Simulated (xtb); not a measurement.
As4, charge +1, doublet, at a GFN2-xTB geometry (a state made from the parent by changing its charge; the spin is typed, not shown lowest), atoms displaced at random by about 0.02 Å a coordinate. Base run: GFN1-xTB (xtb 6.7.1).

Here is a job for xtb.
```
$ xtb mol.xyz --gfn 1 --chrg 1 --uhf 1 --opt --json

# file mol.xyz
4

As    -0.90075398     0.09980422    -1.16559494
As     0.53879018     1.37419496     0.19494393
As     0.90457308    -1.12715308    -0.37648510
As    -0.56815780    -0.33487480     1.30331550
```

Variants of this job, named by their change:

| change | ΔE vs base (mEh) | optimiser steps |
|---|---|---|
| base | 0.000 | 7 |
| opt level = crude | 0.001 | 5 |
| opt level = lax | 0.000 | 7 |
| opt level = loose | 0.000 | 7 |
| opt level = vtight | 0.000 | 9 |
| opt level = tight | 0.000 | 9 |
| opt level = extreme | 0.000 | 9 |
| opt level = sloppy | 0.000 | 7 |
| alpb = water | -55.453 | 9 |
| engine = inertial | 0.005 | - |
